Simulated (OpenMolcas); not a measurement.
**Ionisation energies of tin**

```yaml
Program: OpenMolcas
Basis: ANO-RCC [10s9p8d5f3g]
Scalar_Hamiltonian: DKH2, point nucleus
Spin-orbit_coupling: RASSI with atomic mean-field integrals over the reference wave functions, term energies averaged over their components
```

Active shells in each charge state: the valence s, p shells, with orbitals averaged over the low states. Where CASPT2's correlated closed shells are named, they are those of the first ion.

A. CASSCF
B. SS-CASPT2, IPEA 0.25 Eh, imaginary shift 0.1 Eh (closed shells correlated: 4d)
C. SS-CASPT2, IPEA 0.25 Eh, imaginary shift 0.1 Eh (closed shells correlated: 4s 4p 4d)
D. SS-CASPT2, IPEA 0.25 Eh, imaginary shift 0.1 Eh (closed shells correlated: none)
E. SS-CASPT2, IPEA 0 Eh, imaginary shift 0.1 Eh (closed shells correlated: 4d)

Energies in eV between the lowest computed levels, named as in B; reference values from the NIST Atomic Spectra Database with their kind.

```json
{"From": "Sn 5s2 5p2 3P0", "To": "Sn+ 5s2 5p 2P* 1/2", "A": "6.579", "B": "7.299", "C": "7.306", "D": "7.080", "E": "7.414", "Spin-orbit share in B": "-0.012", "Reference": "7.344 (measured)"}
{"From": "Sn+ 5s2 5p 2P* 1/2", "To": "Sn2+ 5s2 1S0", "A": "13.587", "B": "14.591", "C": "14.618", "D": "14.186", "E": "14.702", "Spin-orbit share in B": "+0.320", "Reference": "14.633 (measured)"}
{"From": "Sn2+ 5s2 1S0", "To": "Sn3+ 5s 2S 1/2", "A": "29.372", "B": "30.320", "C": "30.423", "D": "29.439", "E": "30.321", "Spin-orbit share in B": "+0.000", "Reference": "30.506 (measured)"}
{"From": "Sn3+ 5s 2S 1/2", "To": "Sn4+ 4d10 1S0", "A": "39.230", "B": "40.686", "C": "40.839", "D": "39.230", "E": "40.737", "Spin-orbit share in B": "+0.000", "Reference": "40.740 (measured)"}
```

Steps that some method lacks are left out, and so are those with a state whose active s or d shell is doubly occupied in every root (s and p with five to eight electrons, d10) over a frozen core shell of the same l, since the two then mix freely.

Error against the reference values, in %:

| From | Reference | A | B | C | D | E |
| --- | --- | --- | --- | --- | --- | --- |
| Sn | measured | -10.4 | -0.6 | -0.5 | -3.6 | +1.0 |
| Sn+ | measured | -7.1 | -0.3 | -0.1 | -3.1 | +0.5 |
| Sn2+ | measured | -3.7 | -0.6 | -0.3 | -3.5 | -0.6 |
| Sn3+ | measured | -3.7 | -0.1 | +0.2 | -3.7 | 0 |

Mean absolute error over the 4 measured values: A 1.11 eV, B 0.08 eV, C 0.06 eV, D 0.82 eV, E 0.08 eV. C lies closest.

* marks odd parity.
